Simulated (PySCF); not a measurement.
C2H6ClGe, SMILES [Ge]([Cl])([CH3])[CH3] (connectivity only; charge and spin as stated), charge +1, multiplicity 1.

Coordinates come from a B3LYP-D3(BJ)/def2-SVP optimisation. The spin state was assumed, not searched. The isomer is the one that the SMILES or the coordinates give; other isomers of the formula were not compared.

Calculation: TDA-M06-2X/def2-SVPD run with PySCF.

Vertical excitations. Gas-phase values at a fixed geometry.

```tsv
state	energy (eV)	λ (nm)	f	main pairs
S1	4.88	254	0.000	HOMO→LUMO 99 %
S2	6.24	199	0.000	HOMO−2→LUMO 97 %
S3	6.48	191	0.067	HOMO−1→LUMO 90 %
S4	6.54	190	0.002	HOMO−3→LUMO 98 %
S5	7.15	173	0.070	HOMO→LUMO+1 81 %
S6	7.64	162	0.014	HOMO−1→LUMO+1 88 %
S7	8.19	151	0.003	HOMO−4→LUMO 64 %, HOMO−2→LUMO+1 29 %
S8	8.26	150	0.000	HOMO−5→LUMO 98 %
S9	8.59	144	0.004	HOMO−7→LUMO 96 %
S10	8.79	141	0.355	HOMO−2→LUMO+1 46 %, HOMO−4→LUMO 28 %, HOMO→LUMO+1 11 %
T1	4.61	269	0	HOMO→LUMO 95 %
T2	5.46	227	0	HOMO−1→LUMO 98 %
T3	5.93	209	0	HOMO−2→LUMO 94 %
T4	6.07	204	0	HOMO−3→LUMO 97 %
```
Triplets are in the Tamm–Dancoff approximation.
